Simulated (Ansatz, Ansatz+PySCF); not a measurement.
```yaml
atoms:
  - { symbol: P, position_ang: [0.0000, 0.0000, -2.8365] }
  - { symbol: P, position_ang: [0.0000, 0.0000, 2.8365] }
```

Basis set: cc-pVDZ (spherical functions). Left uncorrelated: 10 orbitals. Charge 0, multiplicity 1.

Computed with Ansatz (development build ahead of 0.2.0); each method stands on the lowest determinant of its kind that the runs found. Restricted open shells among the atoms or ions are ROHF, correlated in semicanonical orbitals with singles. Restricted functionals stand beside restricted open-shell atoms, which can lie above the unrestricted atoms usual in DFT and then raise those values.

(1) Give the atomization energy at this shape (free ground-state atoms in the same class of orbitals less the molecule, no zero-point energy) of singlet P₂ in separate pieces by ωB97X (unrestricted), r²SCAN (unrestricted), r²SCAN (restricted), PBE0 (unrestricted), ωB97X (restricted), PBE (unrestricted), PBE (restricted), PBE0 (restricted), UHF-CCSDT(Q), UHF-CCSD(T), UHF-MP2, UHF, RHF-MP2, RHF.

Answers

(1)

```tsv
method	atomization energy
ωB97X (unrestricted)	0.0 kJ/mol
r²SCAN (unrestricted)	0.2 kJ/mol
r²SCAN (restricted)	-472.0 kJ/mol
PBE0 (unrestricted)	0.2 kJ/mol
ωB97X (restricted)	-617.7 kJ/mol
PBE (unrestricted)	0.3 kJ/mol
PBE (restricted)	-356.2 kJ/mol
PBE0 (restricted)	-545.9 kJ/mol
UHF-CCSDT(Q)	0.2 kJ/mol
UHF-CCSD(T)	0.2 kJ/mol
UHF-MP2	0.2 kJ/mol
UHF	0.1 kJ/mol
RHF-MP2	-493.2 kJ/mol
RHF	-888.8 kJ/mol
```

Caution for ωB97X (unrestricted), PBE0 (unrestricted), PBE (unrestricted), UHF-CCSDT(Q), UHF-CCSD(T), UHF-MP2, UHF: the unrestricted determinant is a mixture of spin states. Caution for r²SCAN (unrestricted): the unrestricted determinant is spin contaminated. Caution for r²SCAN (restricted), ωB97X (restricted), PBE (restricted), PBE0 (restricted), RHF-MP2, RHF: an unrestricted determinant lies well below; the molecule lies well above its atoms at this level. Caution for PBE0 (unrestricted), UHF-CCSDT(Q), UHF-CCSD(T), UHF-MP2, UHF, RHF-MP2, RHF: the determinant breaks the point group. Caution for UHF-CCSDT(Q), UHF-CCSD(T), UHF-MP2: bonds are stretched, where a single reference can fail. Caution for UHF-CCSD(T): the program doubts this total. Caution for UHF-MP2, RHF-MP2: another reference gives a lower total. Caution for RHF-MP2: large amplitudes, a single reference is doubtful.
